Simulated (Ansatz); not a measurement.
A nudged elastic band was laid between two geometries of BF2H + ClH (6 atoms, charge 0, multiplicity 1).

Theory: Ansatz 0.2.0, RKS BLYP-D4/def2-SVP.

```json
{"movable images": "7", "climbing image": "yes", "spring": "0.5 eV/Å²", "optimiser": "quadratic models (default)", "start path": "through a guess of the saddle point", "force threshold": "0.05 eV/Å", "iteration limit": "60", "end points": "relaxed"}
```

Initial state:

```xyz
6
Properties=species:S:1:pos:R:3
B -0.009 0.382 -0.104
H -0.013 0.710 1.059
F 1.131 0.282 -0.777
F -1.147 0.214 -0.766
Cl 0.084 -2.542 0.990
H 0.082 -1.971 2.158
```

Final state:

```xyz
6
Properties=species:S:1:pos:R:3
B 0.019 -0.599 -0.543
H 0.001 0.327 2.319
F 1.143 0.090 -0.679
F -1.141 0.030 -0.659
Cl 0.068 -2.334 -0.231
H 0.039 -0.438 2.353
```

Task: Which bonds break or form, and what moves?

Result: Bonds broken: B1–H2, Cl5–H6. Bonds formed: B1–Cl5, H2–H6. BF2H + ClH becomes BClF2 + H2.

Task: Give the energies along the band, and the barrier.

Result: The forces met the threshold. The highest image is number 4 of 0 to 8, 93.7 kJ/mol above the first end and 151.8 kJ/mol above the last; the last end lies 58.1 kJ/mol below the first. Another band between the same ends (7 images) ends at a top of the same energy, where a vibrational analysis finds 1 clearly imaginary mode. The orbitals stay closed-shell, which can raise the energy where a bond breaks towards radicals; this wasn't checked here.

| image | path coordinate (Å) | energy (kJ/mol) | B1–H2 (Å) | Cl5–H6 (Å) | B1–Cl5 (Å) |
| --- | --- | --- | --- | --- | --- |
| 0 | 0.00 | 0.0 | 1.21 | 1.30 | 3.12 |
| 1 | 0.46 | 2.0 | 1.21 | 1.30 | 3.08 |
| 2 | 0.93 | 8.9 | 1.21 | 1.31 | 2.91 |
| 3 | 1.39 | 40.4 | 1.23 | 1.35 | 2.52 |
| 4 | 1.85 | 93.7 | 1.35 | 1.59 | 2.14 |
| 5 | 2.33 | 22.4 | 1.70 | 2.00 | 1.88 |
| 6 | 2.82 | -36.9 | 2.15 | 2.43 | 1.78 |
| 7 | 3.30 | -54.9 | 2.58 | 2.84 | 1.77 |
| 8 | 3.78 | -58.1 | 3.01 | 3.21 | 1.76 |

Task: What is the geometry of the highest image?

Result: 
```xyz
6
Properties=species:S:1:pos:R:3
B 0.012 -0.195 0.088
H 0.007 0.193 1.379
F 1.165 0.128 -0.501
F -1.164 0.062 -0.489
Cl 0.072 -2.255 0.658
H 0.037 -0.857 1.425
```

The band took 19 iterations and of the order of 3 core-minutes.

The run took 3.2 min on 1 thread of Arm Neoverse V1 (shared host), peak memory 0.12 GiB.
